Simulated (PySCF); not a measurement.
FH5O3Si2, SMILES O[Si](O)(O)[SiH2]F.

Geometry optimised at r2SCAN-D4/def2-SVP. This is a generated structure with no PubChem entry under its InChIKey; it may be hypothetical. Other conformers were not sampled.

Level of theory: TDA-PBE/def2-SVPD in PySCF.

Vertical excitations. Gas-phase values at a fixed geometry.

Question: List the lowest excited states. (Estimate from the structure and the level; the computed values follow.)

Answer: 
```
state  energy (eV)  λ (nm)      f                                            main pairs
-----  -----------  ------  -----  ----------------------------------------------------
S1            5.77     215  0.030                                        HOMO→LUMO 97 %
S2            6.14     202  0.074                                      HOMO→LUMO+1 87 %
S3            6.46     192  0.023                                      HOMO−1→LUMO 85 %
S4            6.61     188  0.051  HOMO→LUMO+2 60 %, HOMO−2→LUMO 12 %, HOMO−1→LUMO 10 %
S5            6.76     183  0.018                                      HOMO−2→LUMO 83 %
S6            6.95     178  0.004                  HOMO−3→LUMO 82 %, HOMO−1→LUMO+1 14 %
S7            7.00     177  0.023                  HOMO−1→LUMO+1 70 %, HOMO−3→LUMO 15 %
S8            7.19     173  0.019                                    HOMO−1→LUMO+2 83 %
S9            7.26     171  0.023                                    HOMO−2→LUMO+1 79 %
S10           7.29     170  0.004                                      HOMO−4→LUMO 88 %
T1            5.14     241      0                                        HOMO→LUMO 99 %
T2            5.70     217      0                    HOMO→LUMO+1 59 %, HOMO→LUMO+2 38 %
T3            5.97     208      0                    HOMO→LUMO+2 59 %, HOMO→LUMO+1 40 %
T4            6.27     198      0                                      HOMO−1→LUMO 97 %
```
Triplets are in the Tamm–Dancoff approximation.
